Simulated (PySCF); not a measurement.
C3H6Cl (SMILES CC[CH-]Cl), charge -1, singlet, at a GFN2-xTB geometry (in this run its highest filled SCF level lies above zero, so its values depend strongly on the basis, on diffuse functions most of all). Base run: PySCF with MP2/STO-3G.

The PySCF input:
```python
from pyscf import gto, scf, mp

mol = gto.Mole()
mol.atom = '''
    C     0.87874214   -0.57746196    0.01178248
    C     2.36128716   -0.21090347    0.01892378
    C     0.05260727    0.70987802    0.08469850
    H     0.66331677   -1.19415500    0.89661526
    H     0.68416168   -1.22068093   -0.87379508
    H     2.99566787   -1.10167485    0.03968092
    Cl   -1.73162036    0.11908892    0.00897987
    H     2.61173789    0.36877995   -0.87023935
    H     2.58650261    0.40082008    0.89158272
    H     0.14033970    1.19332350   -0.92893097
'''
mol.basis = 'sto-3g'
mol.charge = -1
mol.verbose = 4
mol.build()

mf = scf.RHF(mol)
mf.kernel()

pt = mp.MP2(mf, frozen=8)
pt.kernel()
print('E(MP2) = %.10f' % pt.e_tot)
```

The base run was repeated with changes; each row names its change, and settings that it needs were set with it.

| change | basis functions | E (Eh) | MP2 correlation (Eh) | SCF-reference HOMO (eV) | SCF-reference HOMO-LUMO gap (eV) |
|---|---|---|---|---|---|
| base | 30 | -570.23838 | -0.14546 | 1.75 | 17.20 |
| basis = 6-31G | 52 | -576.74014 | -0.31164 | -1.61 | 12.11 |
| basis = pcseg-0 | 52 | -575.92278 | -0.31651 | -1.63 | 11.20 |
| basis = 6-31G* | 72 | -577.00888 | -0.51712 | -1.63 | 12.25 |
| basis = 6-31+G* | 88 | -577.03890 | -0.53069 | -2.10 | 7.38 |
| basis = 6-31G** | 90 | -577.05976 | -0.55809 | -1.63 | 12.25 |
| basis = pc-1 | 90 | -577.05051 | -0.57051 | -1.97 | 10.57 |
| basis = cc-pV(D+d)Z | 95 | -577.10744 | -0.57528 | -1.74 | 10.93 |
| basis = 6-311G** | 116 | -577.15935 | -0.59948 | -1.98 | 10.22 |
| basis = def2-SVPD | 135 | -576.91736 | -0.60976 | -2.11 | 8.40 |
| basis = 6-311++G** | 138 | -577.17316 | -0.60632 | -2.14 | 6.07 |
| basis = aug-cc-pVDZ | 150 | -577.16229 | -0.61294 | -2.16 | 5.79 |
| basis = aug-pcseg-1 | 150 | -577.07541 | -0.60260 | -2.18 | 5.53 |

Totals compare only among sets that treat the same electrons; sets with core potentials leave the core out.
